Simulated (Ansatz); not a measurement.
The pair A = C2H4 (SMILES C=C) (first 6 atoms), B = CH3NO (SMILES NC=O); geometry from B3LYP-D3(BJ)/def2-TZVP.
(charge 0, multiplicity 1):
| atom | x (Å) | y (Å) | z (Å) |
|---|---|---|---|
| C | 0.4519 | 0.4774 | 0.7391 |
| C | -0.4232 | -0.5141 | 0.6331 |
| H | 1.2096 | 0.4683 | 1.5133 |
| H | 0.4487 | 1.3184 | 0.0556 |
| H | -1.1806 | -0.5278 | -0.1418 |
| H | -0.3974 | -1.3525 | 1.3186 |
| N | -0.9590 | 0.4958 | 3.9192 |
| C | -0.0705 | -0.3495 | 4.4909 |
| O | 0.7501 | -1.0084 | 3.8888 |
| H | -0.9634 | 0.6063 | 2.9151 |
| H | -1.6137 | 1.0116 | 4.4796 |
| H | -0.1645 | -0.3847 | 5.5920 |

Correlated levels freeze the cores. MP2 and its Hartree–Fock in aug-cc-pVTZ are density fitted.

The values were computed with Ansatz (a program for electronic structure) with Gaussian orbitals. 

The counterpoise-corrected interaction energy is E(AB) − E(A in the pair's basis) − E(B in the pair's basis). Total energies (hartree):

```
level                          AB  A in the pair's basis  B in the pair's basis
-------------------  ------------  ---------------------  ---------------------
HF/aug-cc-pVDZ       -247.0092251            -78.0439606           -168.9639728
MP2/aug-cc-pVDZ      -247.8087908            -78.3293044           -169.4745321
HF/aug-cc-pVTZ       -247.0711265            -78.0648473           -169.0049127
MP2/aug-cc-pVTZ      -248.0315912            -78.4048455           -169.6210051
CCSD(T)/aug-cc-pVDZ  -247.8841357            -78.3695579           -169.5099385
```

### Question
Work out the counterpoise-corrected interaction energy at the basis-set limit: extrapolate the MP2 correlation part as X⁻³, take Hartree–Fock from the larger set, and add the CCSD(T) − MP2 difference of aug-cc-pVDZ.

### Answer

1. Differences (1 hartree = 627.509 kcal/mol): HF/aug-cc-pVDZ -0.811; MP2/aug-cc-pVDZ -3.109; HF/aug-cc-pVTZ -0.857; MP2/aug-cc-pVTZ -3.602; CCSD(T)/aug-cc-pVDZ -2.911.
2. Correlation parts, MP2 less HF: -2.298 in aug-cc-pVDZ (X = 2), -2.745 in aug-cc-pVTZ (X = 3).
3. Limit (3³·(-2.745) − 2³·(-2.298))/(3³ − 2³) = -2.933; with HF/aug-cc-pVTZ it gives -3.790.
4. CCSD(T) less MP2 in aug-cc-pVDZ: 0.198.
Result: -3.59 kcal/mol, against -3.11 at MP2/aug-cc-pVDZ. It is an estimate of this method's limit, not of the exact value.
